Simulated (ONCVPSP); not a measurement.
## potassium (K), ONCV: configuration errors across variants

K, optimised norm-conserving Vanderbilt (ONCV), made with ONCVPSP 4.0.1 (LDA (Perdew-Zunger), scalar-relativistic). Core [Ne] 3s2, reference 3p6 4s0.5 4p0.5. Waves: 4s: rc 3.30 bohr, ncon 5, nbas 8, qcut 2.1 1/bohr, 2 projectors, debl 1.6 Ha; 3p+4p: rc 2.70 bohr, ncon 4, nbas 8, qcut 4.6 1/bohr, 2 projectors; d scattering state at 0.16 Ha: rc 3.20 bohr, ncon 4, nbas 8, qcut 3.4 1/bohr, 3 projectors, debl 1 Ha. Local part: polynomial inside 2.50 bohr (lpopt 5, dvloc0 -1 Ha). Core correction: Teter function, fcfact 2.75, rcfact 1.1.

All-electron excitation energies from the reference (eV): (1) 3p6 4s1 4p0 -0.803; (2) 3p6 4s0 4p0 3.604; (3) 3p6 4s0.5 4p0 0.907; (4) 3p5 4s1 4p0 24.160.

1 further variants failed, have other tests or too few solved ones, and are left out.

A true bound ghost makes a file unfit for plane-wave use even where its test errors are small: the radial tests pick states by their node count and pass the ghost by.

Errors AE − PS in meV (a dash: test not solved or not reliable):

| change | (1) | (2) | (3) | (4) | bound ghosts | GHOST(+) flags above zero |
| --- | --- | --- | --- | --- | --- | --- |
| base | +0.3 | +2.8 | 0.0 | -46 | none | s |
| s: qcut 1.7; p: qcut 3.8; d: qcut 2.8 | +0.3 | +2.8 | 0.0 | +46 | none | s, d |
| s: qcut 1.9; p: qcut 4.2; d: qcut 3.1 | +0.3 | +2.8 | 0.0 | -4.4 | none | s, d |
| s: qcut 2.2; p: qcut 4.9; d: qcut 3.6 | +0.3 | +2.8 | 0.0 | -69 | none | s |
| s: qcut 2.7; p: qcut 5.9; d: qcut 4.4 | +0.2 | +2.8 | -0.1 | – | s | none |
| s: qcut 3; p: qcut 6.6; d: qcut 4.8 | +0.2 | +2.8 | -0.1 | – | s | none |

(1) Give the same row for: s: qcut 2.5; p: qcut 5.5; d: qcut 4.1.

Answers

(1) +0.2, +2.8, -0.1, –; bound ghosts: s; GHOST(+) flags above zero: none.
